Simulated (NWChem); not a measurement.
Everything below was run with NWChem. System: GeSe, charge 0, spin multiplicity 1, at a geometry optimised with PBE0/def2-SVP. The structure started from a generated list of species. Level: PBE/def2-TZVP.

The NWChem input:

```
start mol
memory heap 200 mb stack 900 mb global 1100 mb
geometry units angstroms nocenter noautoz
  Ge     0.000000     0.000000     1.103246
  Se     0.000000     0.000000    -1.038349
  symmetry group C2v
end
basis spherical
  * library def2-tzvp
end
dft
  xc xpbe96 cpbe96
  semidirect memsize 60000000 filesize 0
  iterations 100
end
task dft energy
```

NWChem printed:

```
             Northwest Computational Chemistry Package (NWChem) 7.3.0
             --------------------------------------------------------

                                NWChem Input Module
                                -------------------

 Scaling coordinates for geometry "geometry" by  1.889725989
 (inverse scale =  0.529177249)

 Turning off AUTOSYM since
 SYMMETRY directive was detected!

                             Geometry "geometry" -> ""
                             -------------------------

 Output coordinates in angstroms (scale by  1.889725989 to convert to a.u.)

  No.       Tag          Charge          X              Y              Z
 ---- ---------------- ---------- -------------- -------------- --------------
    1 Ge                  32.0000     0.00000000     0.00000000     1.10324600
    2 Se                  34.0000     0.00000000     0.00000000    -1.03834900

 Effective nuclear repulsion energy (a.u.)     268.8392748917

            Nuclear Dipole moment (a.u.)
            ----------------------------
        X                 Y               Z
 ---------------- ---------------- ----------------
     0.0000000000     0.0000000000     0.0000113384

      Symmetry information
      --------------------

 Group name             C2v
 Group number             16
 Group order               4
 No. of unique centers     2

      Symmetry unique atoms

     1    2


 Summary of "ao basis" -> "" (spherical)
 ------------------------------------------------------------------------------
       Tag                 Description            Shells   Functions and Types
 ---------------- ------------------------------  ------  ---------------------
 *                         def2-tzvp                  on all atoms

  pbe96 is a nonlocal functional; adding pw91lda local functional.

                                 NWChem DFT Module
                                 -----------------

 Summary of "ao basis" -> "ao basis" (spherical)
 ------------------------------------------------------------------------------
       Tag                 Description            Shells   Functions and Types
 ---------------- ------------------------------  ------  ---------------------
 Ge                        def2-tzvp                16       48   6s5p4d1f
 Se                        def2-tzvp                16       48   6s5p4d1f

 Summary of "ao basis" -> "ao basis" (spherical)
 ------------------------------------------------------------------------------
       Tag                 Description            Shells   Functions and Types
 ---------------- ------------------------------  ------  ---------------------
 Ge                        def2-tzvp                16       48   6s5p4d1f
 Se                        def2-tzvp                16       48   6s5p4d1f

      Symmetry analysis of basis
      --------------------------

        a1         42
        a2         10
        b1         22
        b2         22

            General Information
            -------------------
          SCF calculation type: DFT
          Wavefunction type:  closed shell.
          No. of atoms     :     2
          No. of electrons :    66
           Alpha electrons :    33
            Beta electrons :    33
          Charge           :     0
          Spin multiplicity:     1
          Use of symmetry is: on ; symmetry adaption is: on
          Maximum number of iterations: 100
          AO basis - number of functions:    96
                     number of shells:    32
[...]
 !! scf_movecs_sym_adapt:   42 vectors were symmetry contaminated

 d= 0,ls=0.0,diis    10  -4477.9272244641 -3.47D-06  3.69D-06  2.04D-07     3.1

 !! scf_movecs_sym_adapt:   44 vectors were symmetry contaminated

  Symmetry fudging

 !! scf_movecs_sym_adapt:   44 vectors were symmetry contaminated

 d= 0,ls=0.0,diis    11  -4477.9272245105 -4.64D-08  2.41D-07  1.44D-09     3.2

         Total DFT energy =    -4477.927224510476
      One electron energy =    -6774.413602837495
           Coulomb energy =     2193.109884390401
    Exchange-Corr. energy =     -165.462780955073
 Nuclear repulsion energy =      268.839274891691

 Numeric. integr. density =       66.000000080170

     Total iterative time =      2.2s

                  Occupations of the irreducible representations
                  ----------------------------------------------

                     irrep           alpha         beta
                     --------     --------     --------
                     a1               17.0         17.0
                     a2                2.0          2.0
                     b1                7.0          7.0
                     b2                7.0          7.0

                       DFT Final Molecular Orbital Analysis
                       ------------------------------------

 Vector   31  Occ=2.000000D+00  E=-2.431735D-01  Symmetry=a1
              MO Center=  1.8D-16,  3.4D-16,  2.3D-01, r^2= 3.7D+00
   Bfn.  Coefficient  Atom+Function         Bfn.  Coefficient  Atom+Function
  ----- ------------  ---------------      ----- ------------  ---------------
     6      0.427421  1 Ge s                 66     -0.371728  2 Se pz
    18      0.348314  1 Ge pz                60      0.256807  2 Se pz
    69     -0.247622  2 Se pz                63     -0.230617  2 Se pz
     5      0.198055  1 Ge s                 21      0.197290  1 Ge pz
    12     -0.165287  1 Ge pz                 4     -0.102664  1 Ge s

 Vector   32  Occ=2.000000D+00  E=-2.424410D-01  Symmetry=b1
              MO Center=  1.0D-16,  1.0D-18, -5.0D-01, r^2= 2.5D+00
   Bfn.  Coefficient  Atom+Function         Bfn.  Coefficient  Atom+Function
  ----- ------------  ---------------      ----- ------------  ---------------
    64      0.425219  2 Se px                58     -0.284524  2 Se px
    67      0.263191  2 Se px                61      0.252228  2 Se px
    16      0.244508  1 Ge px                19      0.197137  1 Ge px
    10     -0.110063  1 Ge px                55      0.086870  2 Se px
    25     -0.043663  1 Ge d  1               7      0.042435  1 Ge px

 Vector   33  Occ=2.000000D+00  E=-2.424410D-01  Symmetry=b2
              MO Center= -5.2D-19,  1.4D-16, -5.0D-01, r^2= 2.5D+00
   Bfn.  Coefficient  Atom+Function         Bfn.  Coefficient  Atom+Function
  ----- ------------  ---------------      ----- ------------  ---------------
    65      0.425219  2 Se py                59     -0.284524  2 Se py
    68      0.263191  2 Se py                62      0.252228  2 Se py
    17      0.244508  1 Ge py                20      0.197137  1 Ge py
    11     -0.110063  1 Ge py                56      0.086870  2 Se py
    23      0.043663  1 Ge d -1               8      0.042435  1 Ge py

 Vector   34  Occ=0.000000D+00  E=-1.156097D-01  Symmetry=b2
              MO Center=  1.2D-18,  4.8D-18,  6.1D-01, r^2= 3.6D+00
   Bfn.  Coefficient  Atom+Function         Bfn.  Coefficient  Atom+Function
  ----- ------------  ---------------      ----- ------------  ---------------
    20      0.615527  1 Ge py                17      0.455576  1 Ge py
    68     -0.309081  2 Se py                65     -0.272757  2 Se py
    11     -0.200384  1 Ge py                59      0.179838  2 Se py
    62     -0.170047  2 Se py                 8      0.076496  1 Ge py
    56     -0.054558  2 Se py                14     -0.041401  1 Ge py

 Vector   35  Occ=0.000000D+00  E=-1.156097D-01  Symmetry=b1
              MO Center= -6.8D-18,  1.9D-18,  6.1D-01, r^2= 3.6D+00
   Bfn.  Coefficient  Atom+Function         Bfn.  Coefficient  Atom+Function
  ----- ------------  ---------------      ----- ------------  ---------------
    19      0.615527  1 Ge px                16      0.455576  1 Ge px
    67     -0.309081  2 Se px                64     -0.272757  2 Se px
    10     -0.200384  1 Ge px                58      0.179838  2 Se px
    61     -0.170047  2 Se px                 7      0.076496  1 Ge px
    55     -0.054558  2 Se px                13     -0.041401  1 Ge px

 Vector   36  Occ=0.000000D+00  E= 1.145486D-02  Symmetry=a1
              MO Center= -9.8D-15, -9.1D-15,  3.4D-01, r^2= 6.2D+00
   Bfn.  Coefficient  Atom+Function         Bfn.  Coefficient  Atom+Function
  ----- ------------  ---------------      ----- ------------  ---------------
    21      1.288492  1 Ge pz                54      1.123114  2 Se s
     6     -1.026654  1 Ge s                 69      0.939121  2 Se pz
    66      0.303968  2 Se pz                18      0.295848  1 Ge pz
     5     -0.162168  1 Ge s                 60     -0.143427  2 Se pz
    53      0.131672  2 Se s                 12     -0.123070  1 Ge pz

 center of mass
 --------------
 x =   0.00000000 y =   0.00000000 z =  -0.00483061

 moments of inertia (a.u.)
 ------------------
         625.151971410493           0.000000000000           0.000000000000
           0.000000000000         625.151971410493           0.000000000000
           0.000000000000           0.000000000000           0.000000000000

     Multipole analysis of the density
     ---------------------------------

     L   x y z        total         alpha         beta         nuclear
     -   - - -        -----         -----         ----         -------
     0   0 0 0     -0.000000    -33.000000    -33.000000     66.000000

     1   1 0 0      0.000000      0.000000      0.000000      0.000000
     1   0 1 0      0.000000      0.000000      0.000000      0.000000
     1   0 0 1      0.653260      0.326624      0.326624      0.000011

     2   2 0 0    -25.975315    -12.987658    -12.987658      0.000000
     2   1 1 0      0.000000      0.000000      0.000000      0.000000
     2   1 0 1     -0.000000     -0.000000     -0.000000      0.000000
     2   0 2 0    -25.975315    -12.987658    -12.987658      0.000000
     2   0 1 1     -0.000000     -0.000000     -0.000000      0.000000
     2   0 0 2    -25.852363   -147.924178   -147.924178    269.995994

 Task  times  cpu:        3.2s     wall:        3.2s

 Total times  cpu:        3.2s     wall:        3.2s
```
